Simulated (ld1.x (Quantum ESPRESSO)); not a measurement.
# Mo: excitation energies, all-electron against ultrasoft

Mo (Z = 42), ultrasoft, made with ld1.x (Quantum ESPRESSO) 7.5 (PBEsol, scalar-relativistic). Core [Kr], reference 4d5 5s1 5p0. Waves: 5s (bound): rcut 2.40, rcutus 3.15 bohr; 5s channel at 4.35 Ry: rcut 2.40, rcutus 3.15 bohr; 5p (bound, empty): rcut 3.05, rcutus 3.30 bohr; 5p channel at 2.95 Ry: rcut 3.05, rcutus 3.30 bohr; 4d (bound): rcut 1.50, rcutus 1.70 bohr; 4d channel at 0.75 Ry: rcut 1.50, rcutus 1.70 bohr. Local part: all-electron potential smoothed inside 3.20 bohr (lloc = -1). Core correction: a·sin(br)/r model core, default radius (core density twice the valence density). Augmentation charge: built from norm-conserving waves at rcut, not smoothed further.

Energies are relative to the spin-unpolarised reference configuration 4d5 5s1 5p0; without spin polarisation the order of configurations can differ from experiment.

```csv
valence configuration,charge,ΔE all-electron (eV),error AE − PS (meV)
4d5 5s0 5p0,+1,6.904,-16
4d4 5s0 5p0,+2,22.359,-56
4d3 5s0 5p0,+3,49.084,-401
4d4 5s1 5p0,+1,8.084,-55
4d4 5s1 5p1,0,3.762,-81
```

Task: What are ΔE and the potential's error for 4d6 5s0 5p0?

Result: ΔE = 0.774 eV all-electron; the error (AE − PS) is -41 meV.

Task: What are ΔE and the potential's error for 4d5 5s0 5p1?

Result: ΔE = 3.189 eV all-electron; the error (AE − PS) is -2.9 meV.

A Bessel basis up to 400 Ry misses an occupied level by 0.18 Ry, so cutoffs and ghosts were not judged.
